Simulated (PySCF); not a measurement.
## Radial density of Al¹²⁺ (aluminium, charge +12)

UHF, 1s1, 2S determinant. All numbers are calculated (PySCF 2.14, the non-relativistic Hamiltonian (point nucleus), in an uncontracted even-tempered set (17 s from 6.2 bohr⁻², ratio 2; 7 p from 9.7 bohr⁻², ratio 2.2; 4 d from 29 bohr⁻², ratio 2.2; 4 f from 44 bohr⁻², ratio 2.2; 3 g from 65 bohr⁻², ratio 2.2; 2 h from 98 bohr⁻², ratio 2.2)).

```tsv
r (bohr)	4πr²ρ (e/bohr)	4πr²(ρα − ρβ)
0.00201	0.03370	0.0337
0.00338	0.09203	0.0920
0.00569	0.2452	0.2452
0.00957	0.6272	0.6272
0.0161	1.498	1.4976
0.0271	3.185	3.1851
0.0455	5.576	5.5762
0.0766	7.037	7.0373
0.129	5.121	5.1209
0.217	1.476	1.4760
0.364	0.08959	0.0896
0.613	0.0003934	0.0004
```
